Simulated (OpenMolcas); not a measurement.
Co2+: ligand-field states by method

Co2+ with 4 ligands (sulfide) in tetrahedral coordination (Td) at 2.36 Å. A charge of +1.5 e stands 2.8 Å behind each ligand. Ligand basis ANO-RCC-VDZP.

```yaml
Program: OpenMolcas
Basis: ANO-RCC-VDZP [5s4p2d1f]
Scalar_Hamiltonian: DKH2, point nucleus
Active_space: 7 electrons in 5 orbitals (3d)
State_averaging: 2S+1 = 4 even, 10 roots; 2S+1 = 2 even, 40 roots
Spin-orbit_coupling: RASSI with atomic mean-field integrals over the reference wave functions
```

I. CASSCF
II. SS-CASPT2, IPEA 0.25 Eh, imaginary shift 0.1 Eh (closed shells correlated: 3s 3p and the ligand valence shells)

Spin-free states (labels of Td) in cm-1, each column counted from its own energy of the first state listed:

| State | Degeneracy | I | II |
| --- | --- | --- | --- |
| 4A2 | 1 | 0 | 0 |
| 4T2 | 3 | 1273 | 1070 |
| 4T1 | 3 | 2269 | 2590 |
| 2E | 2 | 18937 | 13800 |
| 2A1 | 1 | 18949 | 13900 |
| 2T1 | 3 | 18976 | 13780 |
| 4T1 | 3 | 19280 | 15710 |
| 2T2 | 3 | 19643 | 14620 |
| 2T1 | 3 | 24326 | 18230 |
| 2T2 | 3 | 24770 | 19430 |
| 2E | 2 | 25311 | 20600 |
| 2T1 | 3 | 25507 | 21070 |
| 2T1 | 3 | 25787 | 20130 |
| 2T2 | 3 | 27396 | 21410 |
| 2E | 2 | 27750 | 22890 |
| 2A2 | 1 | 42117 | 33610 |
| 2T2 | 3 | 42447 | 34150 |
| 2T1 | 3 | 42715 | 34550 |
| 2E | 2 | 65384 | 52810 |
| 2T2 | 3 | 65949 | 54190 |

From I to II, I's first state of the same spin (4T2) moves from 1273 to 1070 cm-1, by about -200 cm-1.

From I to II, I's first state of another spin (2E) moves from 18937 to 13800 cm-1, by about -5100 cm-1. In II another state of that kind comes below it.

χT at 300 K: I 3.87, II 4.01 cm3 K/mol.

Roots that are degenerate in the reference are averaged as groups; the widest CASPT2 spread within a group is 830 cm-1 (the 3-fold group of multiplicity 4 near 1070 cm-1 above the lowest state of its run, II). Shifts and gaps below about the spread of the groups concerned are not significant. Over all roots computed the reference weight is 0.68 to 0.71 in II; a low but even weight reflects the number of correlated electrons. The sulfide ions are held by bare point charges, a crude embedding. Ligand-to-metal charge-transfer states are missing. With oxide or sulfide held by bare charges the field of late divalent 3d ions can come out several times too small, and g and χT far too large. With no ligand orbital active B as a rule stays too high, so bands that hang on it stand too high and its fall with covalency is understated. Without dynamic correlation the repulsion within the d shell is too large (B by tens of per cent), so at a given field states of lower spin stand too high (holds for I). With metal d orbitals alone and no dynamic correlation the field as a rule comes out too small, by tens of per cent, by up to half for chloride and softer ligands, and the orbital part of g and χT, which goes as 1/10Dq, too large (holds for I). A single d shell leaves out the double-shell effect, which counts most for late 3d ions, where the CASPT2 field can be off either way by tens of per cent (holds for II). These CASPT2 states fit no ligand-field parameters well, so their order and spin gaps are uncertain (holds for II). With one d shell and no ligand orbital active, 10Dq can be off by tens of per cent for divalent 3d ions, low with halides held by bare charges and at times high in hosts, and the orbital part of g and χT goes as 1/10Dq (holds for II). Free-ion shares, where given, are those of the reference states; single-state CASPT2 does not remix them (holds for II). No measured value stands beside these numbers; the geometry is a model, was not optimised and need not be the one that this ion takes.
